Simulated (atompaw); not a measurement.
Varying the PAW (atompaw) potential for zinc (Zn)

Base potential:

atompaw 4.2.0.5 input, output lines left out:

```
Zn 30
GGA-PBESOL scalarrelativistic loggrid 1500 logderivrange -8 5 326
4 4 3 0 0 0
4 1 0
0 0 0
c
c
c
v
c
v
v
v
2
2.05 1.75 1.40 1.10
y
1
n
n
y
2.4
n
custom rrkj vanderbiltortho sinc
3 0 troulliermartins
2.05
2.05
1.05
2.05
1.50
1.50
```

Cutoffs, loose and tight: the cutoffs (Ry, on a coarse ladder) from which the occupation-weighted sum of valence levels, in a spherical-Bessel basis at the reference potential, stays within 10 and 1 mRy of its value at 400 Ry. They see the waves, projectors and local potential, not the compensation charge or the core. A dash means not determined.

A true bound ghost makes a file unfit for plane-wave use even where its test errors are small: the radial tests pick states by their node count and pass the ghost by.

```csv
change,outcome,"cutoff, loose","cutoff, tight",bound ghosts
base,generated,80 Ry,140 Ry,s
"all radii scaled by about 0.93 (s 1.92, p 0.98, d 1.40 bohr); local potential troulliermartins scheme with l = 3 at 0 Ry, radius 1.30 bohr; augmentation sinc compensation charge, radius 1.64 bohr; PAW radius 1.92 bohr; waves and projectors: custom rrkj vanderbiltortho; core correction smooth core density matched at 1.02 bohr",generated,100 Ry,160 Ry,s
wave 4s channel at 1 Ry: rc 2.05 bohr becomes 4s channel at -0.19 Ry: rc 2.05 bohr,generated,80 Ry,140 Ry,s
wave 3d channel at 2.4 Ry: rc 1.50 bohr becomes 3d channel at 2.4 Ry: rc 1.96 bohr,generated,80 Ry,140 Ry,s
wave 4s channel at 1 Ry: rc 2.05 bohr becomes 4s channel at 1 Ry: rc 1.76 bohr,generated,80 Ry,140 Ry,s
"local potential bessel scheme, radius 1.40 bohr",generated,90 Ry,140 Ry,none
"augmentation sinc compensation charge, radius 1.06 bohr; PAW radius 2.05 bohr; waves and projectors: custom rrkj vanderbiltortho",generated,80 Ry,140 Ry,s
core correction smooth core density matched at 1.76 bohr,generated,80 Ry,140 Ry,s
functional PBE,generated,80 Ry,140 Ry,s
```

What comes out with this change to the base: core [Ar], valence charge 12; reference 3d10 4s1 4p0; waves now 4s (bound): rc 2.60 bohr; 4s channel at -0.35 Ry: rc 2.60 bohr; 4p (bound): rc 2.60 bohr; 4p channel at 3.3 Ry: rc 2.60 bohr; 3d (bound): rc 1.45 bohr; 3d channel at 1.25 Ry: rc 1.45 bohr; local potential troulliermartins scheme with l = 3 at 0 Ry, radius 1.75 bohr; core correction smooth core density matched at 2.40 bohr; augmentation sinc compensation charge, radius 1.95 bohr; PAW radius 2.60 bohr; waves and projectors: custom rrkj vanderbiltortho?

outcome: generated; cutoff, loose: 50 Ry; cutoff, tight: 90 Ry; bound ghosts: none.

What comes out with this change to the base: augmentation sinc compensation charge, radius 1.75 bohr; PAW radius 2.05 bohr; waves and projectors: modrrkj vanderbiltortho?

outcome: failed: atompaw: The overlap operator has at least one negative eigenvalue!. Cause: the overlap operator built from these waves and projectors is not positive definite.
